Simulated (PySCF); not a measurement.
**Steps of a relaxation of [Ce(H2O)3]3+**

[Ce(H2O)3]3+ (singlet in the valence; each metal's 4f electrons, 1 of them, lie in its core potential, out of spins and levels; a saddle point, relaxed within its symmetry). PySCF 2.14.0, RKS r2SCAN, Ce lcecp-1-SVP with ECP47, O def2-SVP, H def2-SVP; non-relativistic Hamiltonian with scalar-relativistic core potentials where named; density fitting; no spin-orbit coupling. Origin of the start: template. Columns: position (Å) and force (eV/Å). Energies are counted from the last step; some of the 6 steps are shown. Forces carry noise of the integration grid, about 0.01 to 0.03 eV/Å.

Run from Python with OMP_NUM_THREADS=2. Where DIIS fails, smearing, a level shift and second-order steps follow.
It took 33 s on 2 threads of Arm Neoverse V2, with other jobs on the host, from the converged density of the start.

```xyz
10
step 0  E = 0.271 eV
Ce    0.0000    0.0000    0.0000     0.00    0.00    0.00
O     2.5475    0.0000    0.0000    -1.94    0.00    0.00
H     3.1375    0.0000    0.7700     0.52    0.00    0.50
H     3.1375    0.0000   -0.7700     0.52    0.00   -0.50
O    -1.2737    2.2062    0.0000     0.97   -1.68    0.00
H    -1.5688    2.7172    0.7700    -0.26    0.45    0.50
H    -1.5688    2.7172   -0.7700    -0.26    0.45   -0.50
O    -1.2738   -2.2062    0.0000     0.97    1.68    0.00
H    -1.5688   -2.7172    0.7700    -0.26   -0.45    0.50
H    -1.5688   -2.7172   -0.7700    -0.26   -0.45   -0.50
```

```xyz
10
step 2  E = 0.031 eV
Ce    0.0000    0.0000    0.0000     0.00    0.00    0.00
O     2.4432    0.0000    0.0000     0.25    0.00    0.00
H     3.0747    0.0000    0.7689    -0.27    0.00   -0.17
H     3.0747    0.0000   -0.7689    -0.27    0.00    0.17
O    -1.2216    2.1159    0.0000    -0.12    0.21    0.00
H    -1.5373    2.6628    0.7689     0.14   -0.24   -0.17
H    -1.5373    2.6628   -0.7689     0.14   -0.24    0.17
O    -1.2216   -2.1159    0.0000    -0.12   -0.21    0.00
H    -1.5374   -2.6627    0.7689     0.14    0.24   -0.17
H    -1.5374   -2.6627   -0.7689     0.14    0.24    0.17
```

```xyz
10
step 3  E = 0.006 eV
Ce    0.0000    0.0000    0.0000     0.00    0.00    0.00
O     2.4146    0.0000    0.0000     0.28    0.00    0.00
H     3.0433    0.0000    0.7680    -0.17    0.00   -0.08
H     3.0433    0.0000   -0.7680    -0.17    0.00    0.08
O    -1.2073    2.0911    0.0000    -0.14    0.25    0.00
H    -1.5216    2.6356    0.7680     0.09   -0.15   -0.08
H    -1.5216    2.6356   -0.7680     0.09   -0.15    0.08
O    -1.2073   -2.0911    0.0000    -0.14   -0.25    0.00
H    -1.5217   -2.6356    0.7680     0.09    0.15   -0.08
H    -1.5217   -2.6356   -0.7680     0.09    0.15    0.08
```

Where does the relaxation end?

It converges at step 5 in D3h:
```xyz
10
step 5  E = 0
Ce    0.0000    0.0000    0.0000
O     2.4097    0.0000    0.0000
H     3.0288    0.0000    0.7702
H     3.0288    0.0000   -0.7702
O    -1.2048    2.0869    0.0000
H    -1.5144    2.6230    0.7702
H    -1.5144    2.6230   -0.7702
O    -1.2049   -2.0869    0.0000
H    -1.5144   -2.6230    0.7702
H    -1.5144   -2.6230   -0.7702
```

How did the contacts change?


| contact | start (Å) | end (Å) |
| --- | --- | --- |
| Ce1–O2 (H2O) | 2.548 | 2.410 |
| Ce1–O5 (H2O) | 2.548 | 2.410 |
| Ce1–O8 (H2O) | 2.547 | 2.410 |


An lcecp potential fixes the number of 4f electrons, so in runs with it no electron can move into or out of that shell.
